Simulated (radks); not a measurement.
Kinetic energies: the exact non-interacting value of the Kohn-Sham orbitals and orbital-free approximations, as 100 (|E| - |E exact|)/|E exact|, negative where the magnitude is too small. Species: In+ [Kr] 4d10 5s2; Al3+ [Ne]; Sb [Kr] 4d10 5s2 5p3. Calculated with a radial shooting solver on a logarithmic mesh with Libxc functionals: non-relativistic Kohn-Sham, exchange-only B88, spin-polarised, spherical densities, point nucleus. Every spin shell is full or empty, so the densities are truly spherical. Functionals are evaluated on that one density, not self-consistently.

| functional | In+ | Al3+ | Sb |
|---|---|---|---|
| exact (hartree) | 5740.02 | 239.989 | 6313.48 |
| Thomas-Fermi | -5.32 | -7.70 | -5.26 |
| LC94 | +0.08 | +0.18 | +0.07 |
| APBEK | +0.13 | +0.30 | +0.12 |
| revAPBEK | +0.31 | +0.71 | +0.30 |
| Perdew 92 | -0.66 | -0.43 | -0.66 |
| Thakkar | -0.56 | +0.04 | -0.57 |
| Pearson | -0.92 | -1.81 | -0.91 |
| LKT | +19.34 | +33.70 | +19.04 |
| PG1 | +15.20 | +27.58 | +14.95 |
